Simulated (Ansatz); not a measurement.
`BN[SiH](C)C`. Charge 0, multiplicity 1. The structure was optimised at the PBE0-D4/def2-TZVP level. It is one conformer, not always the lowest.

```xyz
15

B     1.569   -0.213    1.712
N     0.708    0.679    1.070
Si   -0.105    0.511   -0.477
C    -1.953    0.530   -0.215
C     0.454   -1.049   -1.321
H     1.842   -1.255    1.187
H     2.028    0.072    2.783
H     0.521    1.542    1.564
H     0.262    1.698   -1.304
H    -2.481    0.492   -1.172
H    -2.269   -0.328    0.384
H    -2.271    1.439    0.302
H     0.187   -1.935   -0.740
H    -0.028   -1.126   -2.300
H     1.535   -1.057   -1.473
```

Problem. What is the dipole moment at PBE/def2-TZVPP? (Estimate.)

Solution. Computed: 1.67 D, with components (-1.41, 0.59, -0.69) D in this frame, pointing from negative to positive charge.

Problem. And with r2SCAN, B3LYP, ωB97M-V? (Best estimate.)

Solution. Ansatz gave: r2SCAN 1.59 D, B3LYP 1.54 D, ωB97M-V 1.52 D.

Problem. Give the Mulliken charges with PBE, r2SCAN, ωB97M-V in def2-TZVPP. (An estimate is asked.)

Solution. Ansatz gave: 
```csv
atom,PBE,r2SCAN,ωB97M-V
B1,-0.14,-0.04,-0.17
N2,-0.13,-0.25,-0.22
Si3,0.35,0.45,0.42
C4,-0.36,-0.29,-0.44
C5,-0.37,-0.29,-0.46
H6,-0.01,-0.03,0.04
H7,-0.01,-0.03,0.04
H8,0.14,0.15,0.11
H9,-0.08,-0.10,-0.05
H10,0.10,0.07,0.11
H11,0.10,0.07,0.12
H12,0.10,0.06,0.11
H13,0.11,0.08,0.13
H14,0.10,0.07,0.12
H15,0.11,0.08,0.13
```

B3LYP here is the variant with VWN-RPA as its local correlation; programs differ in this.
